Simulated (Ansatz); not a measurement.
Cost and result for the atomization energy of C₂H₈AlBO (`CO[B](C)[AlH2]`) (13 atoms, 12 bonds).

```csv
atom,x (Å),y (Å),z (Å)
C1,1.609,-0.607,-1.155
O2,0.772,0.473,-0.830
B3,-0.246,0.409,0.061
C4,-1.054,1.741,0.276
Al5,-0.767,-1.392,1.149
H6,1.336,-1.514,-0.597
H7,2.643,-0.349,-0.918
H8,1.532,-0.818,-2.223
H9,-0.998,2.058,1.324
H10,-2.120,1.589,0.073
H11,-0.695,2.562,-0.352
H12,-0.176,-1.711,2.599
H13,-1.837,-2.442,0.594
```

The species carries charge 0 and has multiplicity 1. The structure was optimised at the PBE0-D4/def2-TZVP level. It is one conformer, not always the lowest. Program: Ansatz. All runs use 4 threads of an Arm Neoverse V1 on a shared host. Times are those of one run each, without the atoms' runs, and a repeat can differ threefold. Electronic energies, without spin–orbit coupling; frozen cores. CCSD(T)/CBS adds CCSD(T) − MP2 in def2-TZVPP to the MP2 limit, and its time is that of the two runs behind it. T1 = 0.013. B3LYP takes the VWN-RPA correlation (the form of Gaussian; ORCA's B3LYP/G).

CCSD(T)/CBS is a level of theory with its own doubt, some kJ/mol a heavy atom from the limit and from the frozen cores, so smaller differences don't rank the functionals.

| level | functions | wall time |
| --- | --- | --- |
| PBE-D4/def2-TZVPP (with forces) | 278 | 3 s |
| PBE0-D4/def2-TZVPP | 278 | 3.3 s |
| r2SCAN-D4/def2-TZVPP (with forces) | 278 | 5.5 s |
| B3LYP-D4/def2-TZVPP (with forces) | 278 | 5.5 s |
| B2PLYP/def2-TZVPP | 278 | 6.5 s |
| ωB97X-V/def2-TZVPP | 278 | 9 s |
| ωB97M-V/def2-TZVPP (with forces) | 278 | 14 s |
| MP2/def2-QZVPP | 538 | 31 s |
| CCSD(T)/def2-TZVPP | 278 | 3.3 min |
| CCSD(T)/CBS(def2) | – | 3.8 min |

**Question.** What atomization energy does each give, and how far from CCSD(T)/CBS? (Best estimate.)

**Answer.** The calculation gave: 
| level | atomization (kcal/mol) | difference from CCSD(T)/CBS | per bond |
| --- | --- | --- | --- |
| PBE-D4/def2-TZVPP (with forces) | 1131.0 | 17.4 | 1.5 |
| PBE0-D4/def2-TZVPP | 1116.4 | 2.8 | 0.2 |
| r2SCAN-D4/def2-TZVPP (with forces) | 1120.3 | 6.7 | 0.6 |
| B3LYP-D4/def2-TZVPP (with forces) | 1117.1 | 3.5 | 0.3 |
| B2PLYP/def2-TZVPP | 1104.6 | -9.0 | -0.8 |
| ωB97X-V/def2-TZVPP | 1118.2 | 4.6 | 0.4 |
| ωB97M-V/def2-TZVPP (with forces) | 1118.6 | 5.0 | 0.4 |
| MP2/def2-QZVPP | 1115.0 | 1.4 | 0.1 |
| CCSD(T)/def2-TZVPP | 1088.9 | -24.7 | -2.1 |
| CCSD(T)/CBS(def2) | 1113.6 | 0.0 | 0.0 |

In def2-TZVPP, CCSD(T) changes the Hartree–Fock value by +248.2 kcal/mol (the triples alone add +13.4 kcal/mol) and MP2 by +259.7 kcal/mol; breaking electron pairs costs correlation energy, which Hartree–Fock lacks. From PBE to PBE0 (25 % exact exchange), in def2-TZVPP and without D4, the atomization energy moves by −13.9 kcal/mol: exact exchange takes away binding that semilocal exchange gives to molecules. The D4 term adds +8.6 kcal/mol with B3LYP and +4.6 kcal/mol with PBE0; it sums over pairs of atoms, weighted by their polarisabilities, and B3LYP, whose exchange is more repulsive, gets the larger term.
